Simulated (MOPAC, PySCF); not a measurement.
H6InN3, SMILES `[NH2][In]([NH2])[NH2]`, neutral singlet in the gas phase. 

Cartesian coordinates (Å):
SMILES: [NH2][In]([NH2])[NH2]
```xyz
10

N      1.9364    -0.3932    -0.0986
In    -0.0159     0.0027     0.2165
N     -1.3882    -1.4688     0.0794
N     -0.6116     1.9031     0.5452
H      2.2777    -1.3287     0.0556
H      2.6218     0.2736     0.2196
H     -2.3002    -1.3184     0.4807
H     -1.1022    -2.4221     0.2363
H     -0.0029     2.6525     0.2552
H     -1.5669     2.1486     0.3376
```
Charge 0, multiplicity 1.

All levels are single points at this geometry (CAM-B3LYP-D3(BJ)/def2-TZVP); Pople sets use spherical d functions. Orbital energies aren't observables, and empty levels follow the basis.

```json
[
 {"level": "CAM-B3LYP-D3(BJ)/def2-TZVP in PySCF", "HOMO (eV)": "-8.10", "LUMO (eV)": "0.31", "gap (eV)": "8.40", "dipole (D)": "0.83", "vertical IE, Delta-SCF (eV)": "–"},
 {"level": "PBE-D3(BJ)/def2-TZVP in PySCF", "HOMO (eV)": "-5.26", "LUMO (eV)": "-1.44", "gap (eV)": "3.82", "dipole (D)": "0.74", "vertical IE, Delta-SCF (eV)": "–"},
 {"level": "B3LYP/6-311+G** (LANL2DZ on In) in PySCF", "HOMO (eV)": "-6.53", "LUMO (eV)": "-0.88", "gap (eV)": "5.65", "dipole (D)": "0.85", "vertical IE, Delta-SCF (eV)": "–"},
 {"level": "BP86/6-31G* (LANL2DZ on In) in PySCF", "HOMO (eV)": "-4.84", "LUMO (eV)": "-0.77", "gap (eV)": "4.07", "dipole (D)": "0.87", "vertical IE, Delta-SCF (eV)": "–"},
 {"level": "M06-2X/6-31G* (LANL2DZ on In) in PySCF", "HOMO (eV)": "-7.63", "LUMO (eV)": "0.96", "gap (eV)": "8.58", "dipole (D)": "0.99", "vertical IE, Delta-SCF (eV)": "–"},
 {"level": "PBE/6-31G* (LANL2DZ on In) in PySCF", "HOMO (eV)": "-4.74", "LUMO (eV)": "-0.72", "gap (eV)": "4.01", "dipole (D)": "0.86", "vertical IE, Delta-SCF (eV)": "–"},
 {"level": "HF/6-31G* (LANL2DZ on In) in PySCF", "HOMO (eV)": "-9.87", "LUMO (eV)": "2.84", "gap (eV)": "12.71", "dipole (D)": "1.10", "vertical IE, Delta-SCF (eV)": "–"},
 {"level": "PM3 in MOPAC", "HOMO (eV)": "-9.01", "LUMO (eV)": "-1.51", "gap (eV)": "7.49", "dipole (D)": "0.65", "vertical IE, Delta-SCF (eV)": "–"},
 {"level": "PM7 in MOPAC", "HOMO (eV)": "-8.90", "LUMO (eV)": "-0.08", "gap (eV)": "8.82", "dipole (D)": "1.25", "vertical IE, Delta-SCF (eV)": "–"}
]
```
